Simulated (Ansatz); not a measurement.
`C[Si@H]1[SiH2][C@H]1F`, relaxed with RKS PBE0-D4/def2-TZVP in Ansatz from a PBE-D4/def2-SVP geometry. The force threshold is 0.005 eV/Å; the program also tests the step.

Total charge 0; spin multiplicity 1.

Start:

```xyz
12

C    -0.315   -1.741    0.510
Si   -0.566    0.095    0.214
Si    1.339    1.806    0.286
C     0.465    0.811   -1.179
F     1.292   -0.140   -1.792
H    -0.454   -2.020    1.573
H     0.709   -2.009    0.185
H    -1.035   -2.320   -0.103
H    -1.932    0.639    0.493
H     0.089    2.718    0.382
H     0.448    0.718    1.367
H    -0.041    1.443   -1.936
```

```
         step  energy (eV)  largest force (eV/Å)  largest move (Å)
            1  -20649.4422                 0.536             0.000
            2  -20649.4856                 0.187             0.052
            3  -20649.4924                 0.074             0.023
            4  -20649.4934                 0.020             0.014
 5 (rejected)  -20649.4925                 0.107             0.029
            6  -20649.4938                 0.008             0.015
            7  -20649.4940                 0.048             0.030
            8  -20649.4943                 0.020             0.014
            9  -20649.4944                 0.006             0.011
           10  -20649.4945                 0.009             0.017
11 (rejected)  -20649.4945                 0.007             0.007
           12  -20649.4945                 0.002             0.003
```

End:

```xyz
12

C    -0.310   -1.732    0.515
Si   -0.534    0.089    0.229
Si    1.353    1.788    0.244
C     0.438    0.815   -1.173
F     1.236   -0.113   -1.844
H    -0.589   -2.017    1.531
H     0.734   -2.002    0.343
H    -0.927   -2.297   -0.187
H    -1.888    0.619    0.504
H     0.123    2.683    0.380
H     0.449    0.722    1.349
H    -0.086    1.442   -1.892
```

Hardware: 4 threads of an Arm Neoverse V2 on a shared host. Wall time 36 s, peak host memory 0.59 GiB.
